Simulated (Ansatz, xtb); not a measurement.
# Relaxing a trial structure of GeH4NO+

The starting geometry of this gas-phase triplet was built from a drawn formula by distance geometry and a force field; its bonds are those of `N[OH+][GeH]`.

```
atom    x (Å)    y (Å)    z (Å)
  Ge   0.3863  -1.7552  -0.0626
   N  -1.3305  -0.9222  -1.7451
   O  -0.0640  -0.5416  -1.3474
   H  -1.2418  -1.6989  -2.4609
   H  -1.7303  -0.1001  -2.2485
   H  -0.1153   0.2710  -0.8576
   H   1.7677  -1.3925   0.4940
```

Q: Where would you expect an optimisation with r2SCAN-D4/def2-SVP to take it?

A: It keeps its bonds, and is `N[OH+][GeH]`.

The energy falls by 0.80 eV over 16 steps:

| step | E − E(last) (eV) |
| --- | --- |
| 1 | 0.802 |
| 3 | 0.179 |
| 4 | 0.144 |
| 6 | 0.108 |
| 8 | 0.093 |
| 9 | 0.085 |
| 11 | 0.008 |
| 13 | 0.000 |
| 14 | 0.000 |
| 16 | 0.000 |

Final geometry (Å):

```yaml
atoms:
  - { symbol: Ge, position_ang: [0.4101, -1.2400, 0.5801] }
  - { symbol: N, position_ang: [-1.1952, -1.1528, -1.8800] }
  - { symbol: O, position_ang: [-0.2464, -0.4188, -1.0782] }
  - { symbol: H, position_ang: [-0.7909, -1.1674, -2.8225] }
  - { symbol: H, position_ang: [-2.0520, -0.5892, -1.8889] }
  - { symbol: H, position_ang: [-0.1162, 0.5246, -1.3142] }
  - { symbol: H, position_ang: [1.6628, -2.0958, 0.1755] }
```

From the same start GFN2-xTB ends elsewhere, differing in Ge1–O3 (2.30 against 1.96 Å here).

The end wasn't checked by frequencies. Open shells are spin-unrestricted. The triplet needn't be the ground state. Run with Ansatz 0.2.0, 3 min on 1 thread of Intel(R) Xeon(R) Processor @ 2.50GHz (Skylake/Cascade Lake), on a shared host.
